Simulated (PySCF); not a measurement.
C4H12BOPSi.
Numbering: `[BH3-:1][P@+:2]1([CH3:3])[C:4]([SiH3:5])=[C:6]1[O:7][CH3:8]`

Structure used (PBE0-D3(BJ)/def2-SVP), in Å, numbered top down from 1:
```
atom  x, y, z in Å
B1    -2.175   -0.529   -1.102
P2    -0.714   -0.357    0.114
C3    -0.667   -1.577    1.471
C4     0.206    1.144    0.543
Si5    0.158    2.813    1.354
C6     0.894    0.307   -0.230
O7     2.046    0.210   -0.845
C8     2.218   -0.926   -1.682
H9    -2.070   -1.690   -1.486
H10   -3.162   -0.357   -0.398
H11   -2.006    0.313   -1.967
H12   -0.693   -2.590    1.044
H13    0.226   -1.449    2.096
H14   -1.573   -1.447    2.083
H15    1.399    3.022    2.158
H16   -1.032    2.876    2.250
H17    0.063    3.886    0.320
H18    3.232   -0.860   -2.092
H19    2.113   -1.856   -1.103
H20    1.484   -0.919   -2.502
```

NICS is the negative of the GIAO shielding at a point without a nucleus: at the ring centre (0) and 1 Å above and below it (1); zz is the component along the ring normal. Level: GIAO KT2/pcSseg-1 (PySCF, non-relativistic, gas phase) on the PBE0-D3(BJ)/def2-SVP geometry, one conformer.

Ring bond lengths (Å): P2–C4 1.812, C4–C6 1.331, C6–P2 1.773.

**Question.** Give the NICS values of each ring in ppm.

**Answer.** 
| ring | type | NICS(0) | NICS(1), two faces | NICS(1)zz, two faces | rms pucker (Å) | centre to ring atoms, mean (Å) |
| --- | --- | --- | --- | --- | --- | --- |
| P2–C4–C6 | 3-membered ring with P; formal bonds 1 double, 2 single | -24.3 | -6.1 / -8.0 | -9.2 / -12.8 | 0.00 | 0.95 |

**Question.** What do they say, and how far can they be read as aromaticity?

**Answer.** 
- P2–C4–C6: mean NICS(1)zz -11.0 ppm, shielded. P2 has four or more neighbours, and the NICS criterion for π rings isn't applied. The two faces differ by 3.6 ppm, so no symmetry operation interchanges them. NICS(0) lies 17 ppm below the mean NICS(1).

**Question.** Give the inner angles of the rings.

**Answer.** 
- P2–C4–C6: P2 43.6°, C4 66.7°, C6 69.7°; sum 180.0° against 180° for a flat convex ring.

**Question.** How shielded are the nuclei of the rings and their hydrogens (means over atoms taken as equivalent)?

**Answer.** 
```
atoms                      environment  σ isotropic (ppm)  principal values of the symmetric part, first atom (ppm)
   P2   phosphorus bonded to B and 3 C              421.4                                       217.8, 284.7, 761.5
   C4  fully substituted alkene carbon              101.7                                         24.2, 96.1, 184.8
   C6    vinylic carbon bearing oxygen               15.6                                         -94.9, 55.5, 86.1
```

**Question.** How do the values depend on the level or the medium?

**Answer.** 
| level | NICS(0), P2–C4–C6 | mean NICS(1)zz, P2–C4–C6 |
| --- | --- | --- |
| KT2/pcSseg-1, gas | -24.3 | -11.0 |
| PBE0/pcSseg-1, gas | -24.5 | -12.2 |
| PBE0/pcSseg-1, IEF-PCM acetone | -24.6 | -12.4 |
| PBE0/pcSseg-1, IEF-PCM chloroform | -24.6 | -12.4 |

The geometry is the same throughout; the continuum's cavity takes Bondi-type radii × 1.2.
